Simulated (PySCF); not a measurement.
Si(Cl)(F)(SeH)2 (ClFH₂Se₂Si), SMILES Cl[Si](F)([SeH])[SeH]. Atoms are numbered in the order given.

```xyz
7

F     -1.1007    -0.7705    -1.5685
Si    -0.4764    -0.1535    -0.2091
Cl    -2.0151     0.0998     1.1141
Se     0.4773     1.7630    -0.8763
Se     0.9292    -1.5627     0.8142
H      1.0649     1.9789     0.4499
H      1.9445    -1.4023    -0.2331
```
Charge 0, spin multiplicity 1.

Coordinates come from a ωB97X-D3(BJ)/def2-SVP optimisation. The values are those of a single conformer.

All values below come from PBE0/pcSseg-1 (PySCF).

GIAO shieldings, no solvent; atoms listed in one row are averaged. δ = σ(ref) − σ: ¹⁹F against CFCl3 (σ = 167.2 ppm); ²⁹Si against TMS (σ = 352.7 ppm); ³⁵Cl against HCl (σ = 945.9 ppm); ⁷⁷Se against Me2Se (σ = 1740.1 ppm); ¹H against TMS (σ = 31.56 ppm), references at their B3LYP-D3(BJ)/def2-TZVP geometries, non-relativistic (without spin–orbit terms, shifts of atoms bonded to Cl or Br come out too high).

| nucleus | atoms | count | δ (ppm) |
|---|---|---|---|
| ¹⁹F | F1 | 1 | -102.9 |
| ²⁹Si | Si2 | 1 | 48.2 |
| ³⁵Cl | Cl3 | 1 | 164.3 |
| ⁷⁷Se | Se5 | 1 | -139.3 |
| ⁷⁷Se | Se4 | 1 | -160.7 |
| ¹H | H7 | 1 | 2.09 |
| ¹H | H6 | 1 | 1.73 |
